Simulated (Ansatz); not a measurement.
A trace of molecular dynamics of BFH$_{2}$S$_{2}$ (6 atoms, charge 0, multiplicity 1).

These are results of RKS PBE-D4/6-31G (Ansatz 0.2.0), not measurements.

```json
{
 "ensemble": "NVE (velocity Verlet)",
 "starting velocities drawn for": "100 K",
 "seed": "6145"
}
```

| time (fs) | T (K) | potential energy less start (eV) | conserved less start (meV/atom) |
| --- | --- | --- | --- |
| 0.0 | 100 | 0.000 | 0.00 |
| 4.0 | 70 | 0.016 | 0.02 |
| 8.0 | 79 | 0.011 | 0.02 |
| 12.0 | 157 | -0.029 | 0.02 |
| 16.0 | 415 | -0.162 | 0.07 |
| 20.0 | 1140 | -0.539 | -0.17 |
| 24.0 | 1677 | -0.816 | -0.08 |
| 28.0 | 1720 | -0.838 | -0.06 |
| 32.0 | 1416 | -0.680 | 0.00 |
| 36.0 | 1301 | -0.623 | -0.32 |
| 40.0 | 1528 | -0.741 | -0.41 |
| 44.0 | 1849 | -0.904 | 0.04 |
| 48.0 | 2759 | -1.377 | -0.33 |
| 52.0 | 2212 | -1.091 | 0.18 |
| 56.0 | 1930 | -0.946 | -0.06 |
| 60.0 | 1600 | -0.776 | 0.04 |
| 64.0 | 1990 | -0.980 | -0.39 |
| 68.0 | 2095 | -1.035 | -0.50 |
| 72.0 | 1344 | -0.643 | 0.07 |
| 76.0 | 1436 | -0.691 | -0.08 |
| 80.0 | 1040 | -0.486 | 0.07 |
| 84.0 | 1170 | -0.555 | -0.37 |
| 88.0 | 570 | -0.242 | 0.14 |
| 92.0 | 1488 | -0.720 | -0.35 |
| 96.0 | 1641 | -0.798 | -0.15 |
| 100.0 | 1179 | -0.558 | 0.01 |

Question: Can this run be trusted? Judge the integration.

Answer: The conserved energy stayed within 0.59 meV per atom of its start (net change 0.014 meV per atom), so the integration is sound. The system heated up, since it started high on the potential surface and ran downhill. A run of 0.1 ps of so small a system gives no equilibrium averages. The orbitals stay closed-shell, which can raise the energy where a bond breaks towards radicals; this wasn't checked here. Limits of this set-up: no polarisation functions. The time step was 0.5 fs.

The run took 8.9 min on 1 CPU thread of a shared host.
